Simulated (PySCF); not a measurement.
hex-1-yne (C6H10), SMILES C#CCCCC. Atoms are numbered in the order given.

```xyz
16

C      2.3787     0.3145    -1.0932
C      1.5421    -0.3543    -0.5024
C      0.5289    -1.1237     0.2166
C     -0.3273    -0.2779     1.1863
C     -1.0819     0.8846     0.5291
C     -2.0880     0.4610    -0.5431
H      3.1230     0.8951    -1.6190
H      1.0271    -1.9400     0.7838
H     -0.1282    -1.6330    -0.5227
H      0.3331     0.1192     1.9858
H     -1.0494    -0.9614     1.6844
H     -1.6071     1.4530     1.3265
H     -0.3427     1.5882     0.0881
H     -1.5897    -0.0141    -1.4130
H     -2.6531     1.3322    -0.9311
H     -2.8279    -0.2647    -0.1432
```
Charge 0, spin multiplicity 1.

The structure is a stationary point at PBE-D3(BJ)/def2-SVP. The values are those of a single conformer.

Computed with TDDFT-PBE/def2-SVPD run with PySCF.

Vertical excitations. Gas-phase values at a fixed geometry.

```
state  energy (eV)  λ (nm)      f                                                                  main pairs
-----  -----------  ------  -----  --------------------------------------------------------------------------
S1            6.22     199  0.001                                                              HOMO→LUMO 96 %
S2            6.36     195  0.020                                          HOMO−1→LUMO 77 %, HOMO→LUMO+1 12 %
S3            6.53     190  0.001                      HOMO−1→LUMO+1 73 %, HOMO→LUMO+1 13 %, HOMO→LUMO+2 13 %
S4            6.70     185  0.013  HOMO→LUMO+2 51 %, HOMO−1→LUMO+1 19 %, HOMO→LUMO+1 16 %, HOMO−1→LUMO+2 11 %
S5            6.75     184  0.004                      HOMO−1→LUMO+2 57 %, HOMO→LUMO+2 27 %, HOMO→LUMO+1 15 %
S6            7.16     173  0.005                                                            HOMO→LUMO+3 96 %
S7            7.22     172  0.002                                                          HOMO−1→LUMO+3 98 %
S8            7.25     171  0.023                                                            HOMO→LUMO+4 85 %
S9            7.31     170  0.016                                                          HOMO−1→LUMO+4 97 %
S10           7.37     168  0.043                       HOMO−1→LUMO+5 50 %, HOMO→LUMO+5 26 %, HOMO→LUMO+4 9 %
T1            5.21     238      0                      HOMO→LUMO+1 41 %, HOMO−1→LUMO 35 %, HOMO−1→LUMO+2 12 %
T2            5.65     220      0                        HOMO→LUMO 49 %, HOMO−1→LUMO+1 34 %, HOMO→LUMO+2 10 %
T3            5.66     219      0                       HOMO→LUMO+1 48 %, HOMO−1→LUMO 35 %, HOMO−1→LUMO+2 9 %
T4            6.27     198      0                         HOMO→LUMO 48 %, HOMO−1→LUMO+1 40 %, HOMO→LUMO+2 9 %
```
Triplets are in the Tamm–Dancoff approximation, which puts them higher than full response would, so one can lie above its singlet here.
